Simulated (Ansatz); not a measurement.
Calculated with Ansatz (gas phase, PBE0-D4/def2-TZVP geometries, no zero-point term in ΔE). CBS: MP2 limit from def2 TZ/QZ plus the TZ coupled-cluster correction, frozen cores. This one scheme is used for every species, atoms too. Functionals use def2-TZVPP. HSE06 is defined as in plane-wave codes. No spin–orbit coupling; open shells (•) take unrestricted orbitals. Spin–orbit coupling would lower the free atoms: a little for B, C, S. Each species was taken in one conformer, which may not be the lowest.

`CSB(SC)SC` → B• + 3 C• + 9 H• + 3 S•  (atomization)

`CSB(SC)SC`:

```xyz
16

C     2.904    1.474    0.418
S     2.259   -0.048    1.149
B     0.628   -0.261    0.429
S    -0.132    1.107   -0.456
C    -1.412    0.375   -1.503
S    -0.032   -1.921    0.706
C    -1.825   -1.715    0.863
H     3.958    1.529    0.690
H     2.388    2.347    0.817
H     2.806    1.454   -0.666
H    -2.378    0.360   -1.002
H    -1.482    1.002   -2.391
H    -1.124   -0.633   -1.797
H    -2.065   -0.720    1.234
H    -2.335   -1.896   -0.082
H    -2.158   -2.454    1.591
```

(1) What is ΔE at CCSD(T)/CBS? (An estimate is asked.)

(2) What do these levels give: LDA (SPW92), PBE-D4, PBE0-D4, r2SCAN0-D4, BHLYP-D4, B2PLYP, PBE, r2SCAN, HSE06, HF/def2-TZVPP, SCS-MP2/def2-TZVPP, MP2/CBS(def2)? (Best estimate.)

Largest T1 diagnostic among the species: 0.014.

## Answers

(1) Computed: +1419.2 kcal/mol.

(2) Ansatz gave: LDA (SPW92) 1629.2, PBE-D4 1456.7, PBE0-D4 1436.2, r2SCAN0-D4 1416.2, BHLYP-D4 1386.0, B2PLYP 1402.6, PBE 1445.0, r2SCAN 1430.6, HSE06 1427.8, HF/def2-TZVPP 1046.5, SCS-MP2/def2-TZVPP 1395.4, MP2/CBS(def2) 1442.1 kcal/mol.

The D4 term adds +18.9 kcal/mol with B3LYP and +10.0 kcal/mol with PBE0; it sums over pairs of atoms, weighted by their polarisabilities, and B3LYP, whose exchange is more repulsive, gets the larger term. At CCSD(T), def2-SVP lies −75.1 kcal/mol from the extrapolated value and def2-TZVPP −36.5 kcal/mol: correlation converges slowly with the basis, and small sets miss more of it in the bonded molecule than in its fragments.

B3LYP here is the variant with VWN-RPA as its local correlation; programs differ in this.

For atomizations the MP2-based limit and the directly extrapolated one differ by several kJ/mol either way, and by 10 to 25 for some Ge, Se and Sn compounds, so smaller differences from it don't rank the levels.
